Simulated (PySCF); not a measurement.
CBrF2, multiplicity 2. Atoms are numbered in the order given.

```xyz
4

F     -1.5470     0.0848     1.0818
C     -0.9269    -0.3381     0.0000
F     -1.5470     0.0848    -1.0818
Br     0.9545     0.0144     0.0000
```
Charge 0, spin multiplicity 2.

Geometry: r2SCAN-D4/def2-SVP. The isomer is the one that the SMILES or the coordinates give; other isomers of the formula were not compared.

The numbers are results of ωB97X/def2-TZVPD (PySCF), not measurements.

Mulliken values depend strongly on the basis, most of all with diffuse functions as here. ESP charges are fitted to the potential on shells at 1.4 to 2.0 van der Waals radii. Atomic charges (e):

| atom | meta-Löwdin | ESP fit | Mulliken | Mulliken spin |
|---|---|---|---|---|
| F1 | ? | -0.04 | -0.14 | 0.06 |
| C2 | ? | 0.08 | 0.37 | 0.76 |
| F3 | ? | -0.04 | -0.14 | 0.06 |
| Br4 | ? | 0.00 | -0.09 | 0.12 |

Q: What belongs in the gaps? (Estimate from the structure and the level; the computed values follow.)

A: 
- F1, meta-Löwdin: -0.21
- C2, meta-Löwdin: 0.43
- F3, meta-Löwdin: -0.21
- Br4, meta-Löwdin: 0.00
